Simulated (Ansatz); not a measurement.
One change: `CC[O][GaH][F]` becomes `[BH2][GaH][O]CC`.

Ansatz, PBE0-D4/def2-TZVP geometries, multiplicity 1. Each molecule was computed in one conformer, which needn't be the lowest.

Scalar relativity is left out up to krypton.

| property | `CC[O][GaH][F]` |
| --- | --- |
| HOMO–LUMO gap (B3LYP/def2-TZVPP) / eV | 6.75 |
| LUMO energy (ωB97M-V/def2-TZVPP) / eV | 0.77 |
| HOMO energy (PBE0/def2-TZVPP) / eV | -8.17 |
| LUMO energy (B3LYP/def2-TZVPP) / eV | -1.20 |
| HOMO–LUMO gap (PBE0/def2-TZVPP) / eV | 7.28 |
| size of the dipole moment (B3LYP/def2-TZVPP) / D | 1.00 |

(1) Give the same properties after the change, and the shifts. (Best estimate.)

Results:

(1) The calculation gave: 
```csv
property,`[BH2][GaH][O]CC`,shift
HOMO–LUMO gap (B3LYP/def2-TZVPP) / eV,4.80,-1.95
LUMO energy (ωB97M-V/def2-TZVPP) / eV,-0.48,-1.25
HOMO energy (PBE0/def2-TZVPP) / eV,-7.67,0.50
LUMO energy (B3LYP/def2-TZVPP) / eV,-2.65,-1.45
HOMO–LUMO gap (PBE0/def2-TZVPP) / eV,5.23,-2.05
size of the dipole moment (B3LYP/def2-TZVPP) / D,0.85,-0.15
```

With PBE0 the HOMO rises by 0.50 eV and the LUMO falls by 1.54 eV, so the gap narrows by about 2.04 eV. PBE moves the HOMO by 0.42 eV and ωB97M-V by 0.63 eV. Dipoles are sizes alone; their direction can turn.

Positive LUMOs are unbound, so they and the gaps depend on the basis.

B3LYP here is the variant with VWN-RPA as its local correlation; programs differ in this.
